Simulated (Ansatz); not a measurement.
Reactions of H5NO3Ti, SMILES `[NH2][Ti]([OH])([OH])[OH]`.

Calculated with Ansatz (gas phase, PBE0-D4/def2-TZVP geometries, no zero-point term in ΔE). CCSD(T)/CBS adds triple-zeta CCSD(T) − MP2 to the extrapolated MP2 energy (def2 sets, frozen cores). This one scheme is used for every species. Functionals use def2-TZVPP. def2 core potentials past Kr. For Br, I, Ti outer-core shells are correlated without core-valence functions, which leaves a few kJ/mol of doubt a bond. Scalar relativity is left out up to krypton. Each species was taken in one conformer, which may not be the lowest.

```csv
reaction,PBE-D4 (eV)
`[NH2][Ti]([OH])([OH])[OH]` + NH₃ → `[NH2][Ti]([NH2])([OH])[OH]` + H₂O,0.61
`[NH2][Ti]([OH])([OH])[OH]` + H–F → `[NH2][Ti]([OH])([OH])[F]` + H₂O,-0.55
`[NH2][Ti]([OH])([OH])[OH]` + HI → `[OH][Ti]([OH])([OH])[I]` + NH₃,-0.93
`[NH2][Ti]([OH])([OH])[OH]` + H₂S → `[OH][Ti]([OH])([OH])[SH]` + NH₃,-0.39
`[NH2][Ti]([OH])([OH])[OH]` + H–F → `[OH][Ti]([OH])([OH])[F]` + NH₃,-1.15
`[NH2][Ti]([OH])([OH])[OH]` + HCl → `[NH2][Ti]([OH])([OH])[Cl]` + H₂O,-0.43
`[NH2][Ti]([OH])([OH])[OH]` + HCl → `[OH][Ti]([OH])([OH])[Cl]` + NH₃,-0.99
`[NH2][Ti]([OH])([OH])[OH]` + HBr → `[OH][Ti]([OH])([OH])[Br]` + NH₃,-1.00
`[NH2][Ti]([OH])([OH])[OH]` + H₂O → `[OH][Ti]([OH])([OH])[OH]` + NH₃,-0.60
`[NH2][Ti]([OH])([OH])[OH]` + `CI` → `[OH][Ti]([OH])([OH])[I]` + CH₃NH₂,-0.54
```

(1) Give the CCSD(T)/CBS values in the same order. (An estimate is asked.)

Largest T1 diagnostic: 0.025, for `[OH][Ti]([OH])([OH])[SH]`.

Results:

(1) Computed: 0.55, -0.48, -0.93, -0.32, -1.02, -0.46, -0.95, -0.99, -0.54, -0.48 eV.
